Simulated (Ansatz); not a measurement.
Geometry optimisation, RKS LDA/6-31G* in Ansatz 0.2.0.

The input (input.yaml):

```yaml
crystal:
  periodic: [false, false, false]
  atoms:
    - { symbol: O, position_ang: [-0.1432, 0.3498, -1.3109] }
    - { symbol: Si, position_ang: [-0.1716, -0.3607, 0.1445] }
    - { symbol: O, position_ang: [1.327, -0.2831, 0.7445] }
    - { symbol: F, position_ang: [-1.052, 0.4995, 1.1002] }
    - { symbol: H, position_ang: [-1.0192, 0.8518, -1.5273] }
    - { symbol: H, position_ang: [-0.64, -1.7353, 0.0235] }
    - { symbol: H, position_ang: [2.03273, -0.80773, 0.28263] }
basis:
  gaussian: { orbitals: "6-31G*" }
hamiltonian:
  xc: lda
relax:
  f_tol: 0.015
  max_steps: 40
```

Run as:

```bash
$ ansatz run input.yaml --threads 1 --pin off --max-ram 2048MiB --backend cpu --events-out ev --progress --plain --runs-dir out
```

Where does it end, and by what steps?

It converged. After 18 steps the energy has fallen by 0.281 eV; H7 moved furthest, 0.68 Å.

```csv
step,energy less start (eV),largest force component (eV/Å),accepted
0,0.0000,2.148,yes
1,-0.1340,0.821,yes
2,-0.1612,0.147,yes
3,-0.1621,0.213,yes
4,-0.1645,0.165,yes
5,-0.1679,0.047,yes
6,-0.1761,0.376,yes
7,-0.2038,0.108,yes
8,-0.2373,0.209,yes
9,-0.0521,2.153,no
10,-0.2498,0.366,yes
11,-0.2667,0.108,yes
12,-0.1848,1.464,no
13,-0.2745,0.075,yes
14,-0.2765,0.166,yes
15,-0.2802,0.118,yes
16,-0.2796,0.210,no
17,-0.2808,0.032,yes
18,-0.2813,0.012,yes
```

```xyz
7
Properties=species:S:1:pos:R:3
O -0.109 0.257 -1.341
Si -0.188 -0.470 0.130
O 1.339 -0.798 0.602
F -0.935 0.548 1.121
H -0.844 0.858 -1.569
H -0.932 -1.756 0.168
H 2.002 -0.127 0.347
```

Run time: 23 s on 1 thread of Arm Neoverse V2, on a shared host, peak memory 0.13 GiB.
